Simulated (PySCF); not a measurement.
Ligands exchanged one at a time, Ga Cl-SH. All species are isolated molecules in the gas phase. One relaxed conformer stands for each flexible species; it need not be the lowest. Strings in code marks are SMILES.

The HOMO from two functionals at the same geometries (r2SCAN-D4/def2-TZVP), both in PySCF: PBE-D3(BJ)/def2-TZVP and r2SCAN-D4/def2-TZVP. 

| species | PBE-D3(BJ)/def2-TZVP (eV) |
|---|---|
| 0 of 3 Cl replaced by SH (`[Cl][Ga]([Cl])[Cl]`) | -8.01 |
| 1 of 3 Cl replaced by SH (`[SH][Ga]([Cl])[Cl]` (H–S–Ga–Cl torsion 180°)) | -7.11 |
| 2 of 3 Cl replaced by SH | -6.68 |
| 3 of 3 Cl replaced by SH | -6.45 |

What does r2SCAN-D4/def2-TZVP give for each?


- 0 of 3 Cl replaced by SH (`[Cl][Ga]([Cl])[Cl]`): -8.40
- 1 of 3 Cl replaced by SH (`[SH][Ga]([Cl])[Cl]` (H–S–Ga–Cl torsion 180°)): -7.43
- 2 of 3 Cl replaced by SH: -6.99
- 3 of 3 Cl replaced by SH: -6.75
Over these rows, drawn at random from the members with no instability flagged (it was tested for open shells, ions and some series alone), PBE minus r2SCAN-D4: mean +0.33 eV, from +0.30 eV to +0.39 eV.
